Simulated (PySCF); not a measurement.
Compounds:

A. `Oc1ccccc1Cl`
B. 3-chlorophenol (SMILES Oc1cccc(Cl)c1)
C. SMILES C#C/C=C(\F)C#CCF

Spectrum 1. ¹³C{¹H} NMR (computed): δ 164.2 (C), 146.2 (C), 136.4 (CH), 125.8 (CH), 118.8 (CH), 117.9 (CH).

Spectrum 2. ¹³C{¹H} NMR (computed): δ 161.6 (C), 104.6 (CH), 102.0 (CH), 100.6 (C), 90.3 (C), 79.5 (C), 73.7 (CH2).

Spectrum 3. ¹³C{¹H} NMR (computed): δ 159.1 (C), 134.7 (CH), 134.3 (CH), 128.9 (C), 125.2 (CH), 120.7 (CH).

Method: geometry: GFN2-xTB, shielding tensors at PBE0/pcSseg-1 (GIAO), in PySCF 2.14.0 with density-fitted response routines (single conformer, isolated molecule, fast rotation and ring inversion assumed for equivalent nuclei, no relativistic terms).

Chemical shifts δ = σref − σ; ¹³C vs TMS, all at this level. Splittings of carbon signals by F and P are missing where no couplings were computed. Shifts are as computed. Against solution values, carbons near 30 ppm lie about +3 ppm off and those near 130 ppm about +5 ppm; carbons on Cl a further +6 ppm. Of 1211 compounds with measured shifts, 218 miss one by over three times the rms of a fit or turn the order of signals round; such compounds aren't used in these exercises. Carbons bonded to Cl come out too deshielded.

**Question.** Which spectrum belongs to which compound?

**Answer.** 1–B, 2–C, 3–A.

- Spectrum 1 (B): 6 ¹³C signals; δC 164.2 is an aromatic carbon bearing oxygen; δC 136.4 is an aromatic CH.
- Spectrum 2 (C): 7 ¹³C signals; δC 161.6 is a fully substituted alkene carbon; δC 104.6 is an alkene CH.
- Spectrum 3 (A): 6 ¹³C signals; δC 159.1 is an aromatic carbon bearing oxygen; δC 134.7 is an aromatic CH.
